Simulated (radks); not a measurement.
Species: Pb I. Configuration: [Hg] 6p1 5f1 (not the ground configuration). Method: Dirac Kohn-Sham, LDA (Slater exchange, Perdew-Wang correlation), spin-unpolarised, spherical densities, point nucleus; open shells are shared between the two j in proportion to 2j + 1; computed with a radial shooting solver on a logarithmic mesh with Libxc functionals.

Unscreened Slater integrals over Kohn-Sham orbitals (eV). Large and small components are both included.

integral             value
F0(5f7/2,5f7/2)     1.4276
F2(5f7/2,5f7/2)    0.82503
F4(5f7/2,5f7/2)    0.56054
F6(5f7/2,5f7/2)    0.41848
F0(5f7/2,5f5/2)     1.4276
F2(5f7/2,5f5/2)    0.82502
F4(5f7/2,5f5/2)    0.56054
G2(5f7/2,5f5/2)    0.82502
G4(5f7/2,5f5/2)    0.56054
G6(5f7/2,5f5/2)    0.41847
F0(5f7/2,6p3/2)     1.7528
F2(5f7/2,6p3/2)    0.11810
G2(5f7/2,6p3/2)   0.012555
G4(5f7/2,6p3/2)  0.0080171
F0(5f7/2,6p1/2)     1.7531
G4(5f7/2,6p1/2)  0.0051289
F0(5f5/2,5f5/2)     1.4276
F2(5f5/2,5f5/2)    0.82502
F4(5f5/2,5f5/2)    0.56053
F0(5f5/2,6p3/2)     1.7528
F2(5f5/2,6p3/2)    0.11812
G2(5f5/2,6p3/2)   0.012575
G4(5f5/2,6p3/2)  0.0080290
F0(5f5/2,6p1/2)     1.7532
G2(5f5/2,6p1/2)  0.0080567
F0(6p3/2,6p3/2)     7.9497
F2(6p3/2,6p3/2)     4.2799
F0(6p3/2,6p1/2)     8.3882
G2(6p3/2,6p1/2)     4.3770
F0(6p1/2,6p1/2)     8.9359
